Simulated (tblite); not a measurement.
Compound: C6H7N2O (doublet state).
Structure used (GFN2-xTB), in Å, numbered top down from 1:
```
atom  x, y, z in Å
C1    -2.8217   -0.5567    0.0907
N2    -1.4984   -0.6606   -0.2583
C3    -0.4512   -0.2687    0.6573
C4    -0.0262    1.1541    0.4194
C5     1.1976    1.1761   -0.0947
C6     1.7507   -0.2272   -0.0979
C7     2.9176   -0.3016    0.7697
N8     3.8301   -0.3247    1.4567
O9     0.7027   -1.0467    0.4072
H10   -3.0789   -0.7338    1.1154
H11   -3.5521   -0.6704   -0.6822
H12   -1.2874   -0.4839   -1.2316
H13   -0.8150   -0.4665    1.6743
H14   -0.7002    1.9739    0.5730
H15    1.7748    2.0121   -0.4387
H16    2.0500   -0.5665   -1.1042
```

Computed with GFN2-xTB (tblite): harmonic, unscaled wavenumbers at the GFN2-xTB geometry, gas phase. This tight-binding method is rough: wavenumbers can miss measured ones by several per cent, in bad cases by 10 to 20. One conformer, not necessarily the lowest. Open shells enter through the occupations alone, without spin polarisation, and single modes of such species can be off by tens of per cent.

Harmonic wavenumbers (cm⁻¹): 44.4, 71.7, 118.0, 167.9, 232.8, 294.1, 319.8, 390.2, 410.3, 463.1, 531.1, 566.7, 588.9, 737.1, 756.0, 796.4, 817.2, 912.6, 932.1, 963.1, 993.6, 1038.0, 1056.4, 1082.2, 1102.7, 1170.4, 1208.1, 1236.5, 1241.5, 1265.1, 1282.3, 1353.7, 1430.3, 1630.0, 2398.2, 2818.7, 2893.8, 3144.2, 3153.5, 3168.1, 3199.1, 3405.5.

A = 5169, B = 949.8, C = 874.4 MHz; mass 123.056 u (most abundant isotopes); point group C1, symmetry number 1; spin multiplicity 2.

**Question.** Zero-point energy?

**Answer.** ½Σν̃ = 25693 cm⁻¹ = 307.35 kJ/mol.

**Question.** Entropy at 500 K, 1 bar (ideal gas, RRHO, classical rotation)?

**Answer.** Translation 179.62, rotation 126.55, vibration 183.54, spin (R ln 2) 5.76: S = 495.5 J/(mol K).

**Question.** And Cp and H(500 K) − H(0)?

**Answer.** Cp = 215.73 J/(mol K), of which vibrations give 182.47 (their classical limit is 42 R = 349.2); H(500 K) − H(0) = 64.08 kJ/mol without the zero-point energy, 47.46 from vibrations.

**Question.** How do the functions run with temperature in this model?

**Answer.** 
```
 T (K)  S (J/(mol K))  Cp (J/(mol K))  H − H(0) (kJ/mol)  G − H(0) (kJ/mol)  ln q(vib)
   150          322.0            90.1               9.17             -39.12       2.66
   250          377.1           129.6              20.14             -74.14       4.92
298.15          401.6           148.8              26.84             -92.89       6.02
   400          450.7           186.0              43.94            -136.32       8.36
   600          537.0           239.3              86.88            -235.31      12.92
   900          643.9           286.8             166.46            -413.04      19.33
```

q(vib) and H(0) count from the zero-point level.

**Question.** What must be added to the electronic energy to get the Gibbs energy at 500 K and 1 bar?

**Answer.** ZPE + [H(500 K) − H(0)] − T·S = 307.35 + 64.08 − 247.74 = 123.69 kJ/mol.

Hindered rotation and anharmonicity are outside this model. Other conformers, if any are populated, would add a mixing term that is left out. The structure is chiral; the term R ln 2 for an equal mix with its mirror image is left out.
